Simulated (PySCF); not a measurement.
C6H9NO2Si.
Geometry (PBE0-D3(BJ)/def2-SVP, Å), atoms numbered from 1 in this order:
```xyz
19
C6H9NO2Si angstrom
C      2.6981    0.2618    0.0242
C      1.7512   -0.8813   -0.1496
O      2.0549   -2.0447   -0.2483
O      0.4651   -0.5035   -0.1949
Si    -0.6505   -1.7809   -0.4205
N     -2.1738   -0.8936   -0.4303
C     -2.3519    0.4730   -0.3314
C     -3.6964    0.7489   -0.3918
C     -4.3772   -0.4946   -0.5327
C     -3.4189   -1.4787   -0.5532
H      2.4435    0.8169    0.9387
H      2.5872    0.9599   -0.8186
H      3.7271   -0.1094    0.0760
H     -0.4382   -2.4484   -1.7269
H     -0.6297   -2.7296    0.7179
H     -1.4946    1.1329   -0.2248
H     -4.1459    1.7388   -0.3387
H     -5.4518   -0.6496   -0.6096
H     -3.5273   -2.5589   -0.6457
```

Computed with PySCF at PBE0/pcSseg-1, non-relativistic, on one gas-phase PBE0-D3(BJ)/def2-SVP geometry that isn't relaxed in the solvent. The solvent is an IEF-PCM continuum (cavity from Bondi-type radii × 1.2). The model holds no explicit solvent molecules, cavitation or dispersion.

Gas phase at PBE0/pcSseg-1: HOMO -6.23 eV, LUMO -0.29 eV, dipole 1.62 D.

**Question.** What does the continuum do to the energy, the frontier levels and the dipole at PBE0/pcSseg-1 in benzene and chloroform?

**Answer.** 
| solvent | ε | E(solvent) − E(gas) (kJ/mol) | polarisation term (kJ/mol) | distortion of the solute (kJ/mol) | HOMO (eV) | LUMO (eV) | dipole (D) |
| --- | --- | --- | --- | --- | --- | --- | --- |
| benzene | 2.271 | -13.11 | -13.81 | 0.70 | -6.30 | -0.21 | 1.77 |
| chloroform | 4.711 | -20.95 | -22.75 | 1.80 | -6.35 | -0.18 | 1.84 |

Polarisation term: ½ Σ q·V over the induced surface charges. Distortion: the rise of the solute's own energy as its density leaves the gas-phase optimum. From benzene to chloroform the lowering changes by a factor 1.60, Onsager's factor (ε − 1)/(2ε + 1) by 1.55 and ε itself by 2.1.

**Question.** Which radius a makes the point-dipole formula ΔE = −[(ε − 1)/(2ε + 1)]·μ²/a³ give the value in chloroform, with the gas-phase dipole?

**Answer.** μ = 0.639 au and |ΔE| = 0.00798 Eh give a = 1.39 Å; the farthest nucleus lies 4.64 Å from the centroid of the nuclei, so such a sphere wouldn't even hold the nuclei. The formula assumes a rigid point dipole at the centre of a sphere.

**Question.** Give the dipole vector in the frame of the coordinates (D, pointing from negative to positive charge), gas and chloroform.

**Answer.** Gas (1.17, 1.11, 0.17), solvent (1.34, 1.24, 0.20). Its length changes by +13 % and its direction by less than 1°.

**Question.** Which Hirshfeld charges (PBE0/pcSseg-1) respond most in benzene (means over atoms taken as equivalent)?

**Answer.** 
```tsv
atoms	environment	gas (e)	solvent (e)	change
O3	carbonyl oxygen	-0.244	-0.258	-0.014
C8/C9	aromatic CH carbon	-0.096	-0.102	-0.006
H16/H19	aromatic hydrogen	+0.049	+0.052	+0.003
H11/H12/H13	methyl hydrogen	+0.062	+0.065	+0.003
C2	carbonyl carbon	+0.226	+0.229	+0.003
H14/H15	Si–H hydrogen	-0.066	-0.065	+0.001
C7/C10	aromatic CH next to a ring nitrogen	-0.039	-0.040	-0.001
Si5	oxygen-bound silicon	+0.450	+0.451	+0.001
C1	methyl carbon next to a carbonyl	-0.114	-0.113	+0.001
H17/H18	aromatic hydrogen	+0.049	+0.050	+0.001
O4	oxygen singly bound to a carbonyl carbon	-0.184	-0.183	+0.001
N6	pyrrole-type nitrogen	-0.114	-0.114	0.000
```

**Question.** How do the nuclear quadrupole coupling constants eQVzz/h respond in benzene?

**Answer.** 
```tsv
nucleus	Q (barn)	gas (MHz)	solvent (MHz)	η gas	η solvent
17O at O3	-0.0256	9.46	9.34	0.19	0.16
17O at O4	-0.0256	-8.03	-8.02	0.06	0.06
14N at N6	0.02044	-2.20	-2.15	0.63	0.66
```
